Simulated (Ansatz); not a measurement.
Species: CH₈FNSi₂ (charge 0, singlet). SMILES: C[SiH](F)N[SiH3]
Structure (B3LYP-D3(BJ)/def2-TZVP (Ansatz, a program for electronic structure) minimum search):
```xyz
13

Si     0.8017     0.6594    -0.3039
C      1.6931    -0.9113    -0.7270
F      1.3454     1.1346     1.1381
N     -0.9012     0.4471    -0.2836
Si    -1.8640    -0.8964     0.2401
H      1.1013     1.7722    -1.2287
H      1.3956    -1.2742    -1.7127
H      2.7716    -0.7419    -0.7359
H      1.4846    -1.6961     0.0020
H     -1.4246     1.2811    -0.5173
H     -2.7940    -0.5023     1.3251
H     -0.9436    -1.9424     0.7338
H     -2.6775    -1.4518    -0.8690
```

Computed values are from Ansatz. Cores are frozen in the correlated levels unless marked. UHF or UKS for open shells. No spin-orbit coupling. Non-relativistic. Basis-set limits of correlation are two-point, X^-3; Hartree-Fock from the larger set. The bracket is a focal-point correction in the basis named.

What is the atomisation energy De at CCSD(T)/CBS(cc-pV(T+d)Z,cc-pV(Q+d)Z)?

4664.5 kJ/mol.

What is the vertical ionisation energy (to the doublet) at RI-MP2/CBS(aug-cc-pV(T+d)Z,aug-cc-pV(Q+d)Z)+[CCSD(T)-MP2]/aug-cc-pV(T+d)Z?

10.34 eV.

What is the dipole moment at CCSD(T)/aug-cc-pV(D+d)Z?

1.61 D.

What is the total energy at CCSD(T)/CBS(cc-pV(T+d)Z,cc-pV(Q+d)Z)?

-775.6409 Eh.

What is the T1 diagnostic at CCSD/cc-pV(Q+d)Z?

0.011.
